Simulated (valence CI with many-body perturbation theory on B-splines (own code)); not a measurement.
Cs¹⁴⁺ in brief

Computed by relativistic CI+MBPT: five valence electrons over a frozen Dirac-Fock core [Kr], radial functions for each j: 7 s, 7 p, 8 d, 6 f, 4 g, 1 h, with the one-electron correlation potential Σ1 (screened to all orders), the two-electron term Σ2, the three-electron term Σ3, Breit, model QED; selected single and double excitations, second order for the rest, scaled by the run's own slope (own B-spline code, finite nucleus).

No measured levels were compared; by estimate terms of the open shell hold to 2 to 4 % of their energy, and close levels can change places. Among the levels kept, up to 1200 cm⁻¹ of a level comes from second order outside the variational space, and about a tenth of that is noise between levels of different J, which matters for small intervals. Excitations out of the core, of the other parity, are not computed and may begin above about 65.6 eV (a cautious bound); beyond it only levels of the ground parity were kept, without lifetimes.

Levels are named by their leading jj configuration (3d3/2^4 stands for four electrons in 3d with j = 3/2), which in mixed levels can hold well under half, so a name can repeat and another be missing.

Rates and lifetimes use the calculated energies. Strong lines usually hold to 10 to 20 %, long lifetimes can be off by a factor of two.

What is the ground level?

(4d3/2^3 4d5/2^2) J=5/2, composition 85 % 4d5 6S + 12 % 4d5 4P, g = 1.937.

What is the ionisation energy?

351.6 eV; NIST lists 352 ± 3 eV (theoretical).

How well does LS coupling describe the low levels?

Among the lowest 20 levels the leading LS term, summed over configurations, holds 57 % on average. For single configurations the figures are 56 % in LS and 67 % in jj coupling. Terms mix most in the J = 5/2 level at 10.82 eV, where the leading one holds 30 %.
